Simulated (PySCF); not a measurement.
## Ionisation energy of Gd⁶¹⁺ by level of theory

Gd⁶¹⁺ [He] 2s1 [2s1/2^1, M_J = 1/2] → Gd⁶²⁺ 1s2, as a difference of total energies. All numbers are calculated (PySCF 2.14, the two-component X2C-1e Hamiltonian, in an uncontracted even-tempered set (17 s from 44 bohr⁻², ratio 2.4; 13 p from 57 bohr⁻², ratio 2.4; 5 d from 170 bohr⁻², ratio 2.6; 4 f from 260 bohr⁻², ratio 2.6)). Correlated levels: nothing frozen; the 32 highest virtual spinors dropped. "Screened" scales the spin-orbit matrix elements by Boettger's factors to mimic the two-electron term; Breit and QED terms are absent.

```csv
method,ionisation energy (eV),difference from reference (eV)
GHF (screened spin-orbit),14240.2,+15.6
GMP2 (screened spin-orbit),14240.4,+15.8
```

Reference: 14224.57 ± 0.1 eV (theoretical estimate listed by NIST; NIST Atomic Spectra Database, ionization energies).

For this ion Breit and QED terms and the two-electron picture change, all absent here, outweigh the correlation shift from GHF to GMP2.
